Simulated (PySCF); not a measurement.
Species: C4H9BrGe.
SMILES with atom numbers: `[Br:1][GeH2:2][CH:3]1[CH2:4][CH2:5][CH2:6]1` (hydrogens: H7, H8 on Ge2; H9 on C3; H10, H11 on C4; H12, H13 on C5; H14, H15 on C6)

Geometry (PBE0-D3(BJ)/def2-SVP, Å), atoms numbered from 1 in this order:
```xyz
15
C4H9BrGe angstrom
Br     2.3688    1.9204   -1.5463
Ge     2.3534    0.2997    0.1183
C      0.4872   -0.0258    0.5663
C     -0.3722    1.2413    0.8090
C     -1.1538    0.9449   -0.4874
C     -0.4311   -0.4111   -0.6213
H      3.1601    0.8917    1.2883
H      3.0566   -0.9326   -0.4787
H      0.4890   -0.7480    1.3996
H     -0.9785    1.1772    1.7246
H      0.1637    2.2032    0.8231
H     -2.2483    0.8995   -0.3913
H     -0.9052    1.6413   -1.3010
H      0.0618   -0.5917   -1.5895
H     -1.0677   -1.2807   -0.4003
```

Computed with PySCF 2.14.0, density-fitted response routines, TDDFT wB97X-D/def2-SVPD, vertical, gas phase, core orbitals frozen in the response. The wB97X-D/def2-SVPD calculation is non-relativistic and has no spin–orbit coupling, an omission that weighs most on bromine and germanium.

Kohn–Sham orbitals with the atoms that hold most of them (Löwdin shares over 4%, at most four atoms; ? is withheld):

```
orbital  ε (eV)                             atoms
 HOMO-3  -10.78    C5 19%, C3 17%, C6 13%, C4 13%
 HOMO-2  -10.50    Br1 48%, Ge2 10%, C3 9%, C4 7%
 HOMO-1   -9.90                                 ?
   HOMO       ?                                 ?
   LUMO    1.18    Br1 37%, Ge2 31%, H8 9%, H7 9%
 LUMO+1    1.89    Ge2 38%, Br1 17%, H7 7%, H8 7%
 LUMO+2    2.46  Ge2 29%, Br1 24%, H8 10%, H7 10%
```

Give the leading atoms of the HOMO.

Br1 (bonded to Ge) 41%; C3 (bonded to 2 C, Ge and H) 18%; Ge2 (bonded to Br, C and 2 H) 13%; C6 (bonded to 2 C and 2 H) 5%. By element: bromine 41%, carbon 22% or more, germanium 13%.

Which atoms hold the HOMO-1, and with what shares?

Br1 (bonded to Ge) 78%; Ge2 (bonded to Br, C and 2 H) 10%; H8 (bonded to Ge) 4%.

What is the HOMO energy, and the HOMO–LUMO gap?

ε(HOMO) = -9.62 eV; the gap is 10.81 eV (0.3971 hartree).

The HOMO–LUMO gap is 10.81 eV. Where does the response calculation put the lowest singlet, and from which orbitals?

S1 is at 6.32 eV (f = 0.022), 4.49 eV below the gap, made of HOMO→LUMO (86%). Without the coupling terms of the response equations the lowest excitation would equal the gap.

Give energy, strength and leading configuration of S1, S2, S3, S4 and S5, and follow the Löwdin shares of the leading atoms from the occupied to the empty orbital.

- S1 (6.32 eV, f 0.022), HOMO→LUMO (86%): Br1 41% → 37%, C3 18% → at most 10%, Ge2 13% → 31%
- S2 (6.41 eV, f 0.019), HOMO-1→LUMO (92%): Br1 78% → 37%, Ge2 10% → 31%
- S3 (7.33 eV, f 0.0022), HOMO-2→LUMO (81%): Br1 48% → 37%, Ge2 10% → 31%
- S4 (7.60 eV, f 0.011), HOMO→LUMO+1 (82%): Br1 41% → 17%, C3 18% → at most 7%, Ge2 13% → 38%
- S5 (7.79 eV, f 0.0007), HOMO-1→LUMO+1 (80%): Br1 78% → 17%, Ge2 10% → 38%

Löwdin shares depend on the basis, the more so with diffuse functions.

One conformer stands for the species.
